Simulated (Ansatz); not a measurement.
Ansatz (a program for electronic structure) input file for Si(CCH)(F)3 (C₂HF₃Si), SMILES [Si](C#C)(F)(F)F, PBE/def2-SVPD. Geometry: B3LYP-D3(BJ)/def2-SVP.

Ansatz 0.2 input:
```yaml
crystal:
  periodic: [false, false, false]
  atoms:
    - {symbol: C, position_ang: [-0.00000001, 0.00000000, 2.69109901]}
    - {symbol: C, position_ang: [-0.00000000, 0.00000000, 1.47597102]}
    - {symbol: Si, position_ang: [0.00000000, 0.00000000, -0.32318345]}
    - {symbol: F, position_ang: [1.29354251, -0.74682712, -0.89795619]}
    - {symbol: F, position_ang: [0.00000000, 1.49365423, -0.89795621]}
    - {symbol: F, position_ang: [-1.29354251, -0.74682712, -0.89795621]}
    - {symbol: H, position_ang: [-0.00000001, 0.00000000, 3.76696558]}
basis:
  gaussian:
    orbitals: def2-SVPD
hamiltonian:
  xc: {name: PBE}
```

Log of the run:

```
WARN ansatz: RAYON_NUM_THREADS=1 ignored (pool sized by the plan → 1); use --threads N
Functional definition: PBE
integrals: 0.07 GiB planned
1185 factors; their error is unknown
mean field: 0.47 GiB planned
mean field evaluation 1: about -18089.1148 eV, gradient 6.7e1 eV
mean field evaluation 2: about -18074.2255 eV, gradient 1.2e2 eV
mean field evaluation 4: about -18097.5059 eV, gradient 1.1e1 eV
mean field evaluation 8: about -18097.7488 eV, gradient 8.3e-2 eV
mean field -18097.74885782 eV, -665.0800034301 hartree, gradient 3.4e-5 eV, S^2 0.000000; 0 other end points of the search recorded, 0 dependent functions left out
reference -18097.74890552 eV, -665.0800051831 hartree; 27, 27 occupied and 114, 114 virtual orbitals, 1185 factors
Total energy: -18097.74890552 eV, -665.0800051831 hartree
```

The run converged.
